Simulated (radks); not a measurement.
Neutral zirconium inside a hard spherical wall (all orbitals vanish at R), configuration held at [Kr] 4d2 5s2 and not refilled when levels cross. Method: scalar-relativistic Kohn-Sham, PBEsol, spin-polarised, spherical densities, finite nucleus; open shells are filled with parallel spins first (spin-orbit coupling, left out, can overturn this in heavy ions); Fermi nuclear charge, rms radius 4.2694 fm; computed with a radial shooting solver on a logarithmic mesh with Libxc functionals. Eigenvalues in eV for spin up, with the zero of energy where the potential of the charges vanishes at infinity; a dash marks a level that is unbound or too diffuse for the functional's potential to be trusted. A positive occupied level is held by the wall or, in an anion where self-interaction has pushed it up, behind a barrier. The pressure on the wall is -dE/dV.

\begin{tabular}{lrrrrrrrrr}
R (bohr) & E (hartree) & kinetic (hartree) & e(4s) & e(4p) & e(5s) & e(4d) & e(5p, empty) & e(6s, empty) & pressure (GPa) \\ \hline
free & -3596.46284 & 3697.552 & -54.765 & -32.817 & -4.739 & -4.077 & -1.588 & - & 0 \\
7 & -3596.43228 & 3697.742 & -53.737 & -31.806 & -3.850 & -3.183 & 0.005 & 8.631 & 1.52 \\
5 & -3596.20891 & 3698.687 & -50.460 & -28.653 & 0.164 & -0.223 & 5.852 & 27.606 & 26.1 \\
4 & -3595.66181 & 3700.657 & -46.181 & -24.597 & 8.027 & 4.213 & 16.323 & 56.085 & 143 \\
3.5 & -3594.94708 & 3703.156 & -42.366 & -20.927 & 17.142 & 8.677 & 27.751 & 84.264 & 388 \\
3 & -3593.37221 & 3708.590 & -36.035 & -14.568 & 35.158 & 16.796 & 49.135 & 133.25 & 1220 \\
2.5 & -3589.46403 & 3721.462 & -24.143 & -1.843 & 73.918 & 33.213 & 92.581 & 226.02 & 4610 \\
1.5 & -3539.88667 & 3856.478 & 84.287 & 118.38 & 420.50 & 174.18 & 450.08 & 917.10 & 149000 \\
\end{tabular}
